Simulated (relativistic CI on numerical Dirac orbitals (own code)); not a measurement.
# Hyperfine structure of Yb36+, mass number 171

Method of calculation: Dirac-Coulomb-Breit CI, KLI orbitals optimised for each configuration, model QED (radiative potential, 1s self-energy scaled to tabulated hydrogen-like ionisation energies), unscaled Slater integrals (own radial code, finite nucleus).

Configuration list (outside the closed core [Ar] 3d10): 4s2 4p4, 4s 4p5, 4s2 4p3 4d, 4p6, 4s 4p4 4d, 4s2 4p3 4f, 4s 4p4 4f, 4p5 4d, 4s 4p3 4d2, 4s2 4p2 4d 4f, 4p5 4f, 4p4 4d2, 4p3 4d3, 4p3 4d2 4f. Double excitations out of closed p, d and f shells are left out; levels of such configurations are missing from the list, as are those of other unlisted configurations, and high levels can miss mixing partners.

Nuclear spin I = 1/2, μ = 0.4923 μN (tables of Stone and Pyykkö). The electronic factors are computed for point nuclear moments, without core polarisation or the Bohr-Weisskopf and QED corrections.

| Level | E (cm⁻¹) | A (GHz) |
| --- | --- | --- |
| 4s2 4p4 3P_2 | 0 | 44.9 |
| 4s2 4p4 3P_1 | 545024 | -35.04 |
| 4s2 4p4 1D_2 | 580326 | 127 |

Levels with J = 0, under 50 % of one LS term, or S terms without an open s electron are left out. Small factors come from cancelling terms and can be off by tens of per cent or more.

At this charge energies of transitions that change n are usually good to better than 1 %, and those within a shell (Δn = 0) to a few per cent.

**Question.** Give the hyperfine levels of 4s2 4p4 3P_2 relative to its centre of gravity.

**Answer.** With K = F(F + 1) − I(I + 1) − J(J + 1), E = AK/2: F = 3/2: -67.35, F = 5/2: 44.9 GHz.

LS names give the leading component of a level, which can be under half, so a name can repeat, a term be missing and a line seem to break the LS rules.
